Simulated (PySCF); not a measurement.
Al(Cl)(Me)(Et) (C₃H₈AlCl), SMILES [Al]([CH3])([CH2]C)[Cl].

Geometry optimised at B3LYP-D3(BJ)/def2-SVP. The structure was generated by enumeration; whether it is a known compound was not checked. The values are those of a single conformer.

Calculation: IEF-PCM-ωB97X/def2-SVP in PySCF.

The values are the electrostatic part of the solvation free energy, E(continuum) − E(gas) at the gas-phase geometry, in a cavity of scaled van der Waals radii (PySCF's table); cavitation and dispersion terms are not included. A continuum can't describe solvent molecules that bind to the metal. In vacuum the orbital gap is 11.29 eV. The dipole moment in vacuum is 2.12 D.

Computed values in water (ε = 78.36), acetone (ε = 20.49), diethylether (ε = 4.24):
| solvent | ε | ΔG(elec) (kcal/mol) | dipole (D) | gap (eV) |
|---|---|---|---|---|
| water | 78.36 | -4.9 | 2.70 | 11.59 |
| acetone | 20.49 | -4.6 | 2.67 | 11.57 |
| diethylether | 4.24 | -3.2 | 2.51 | 11.48 |
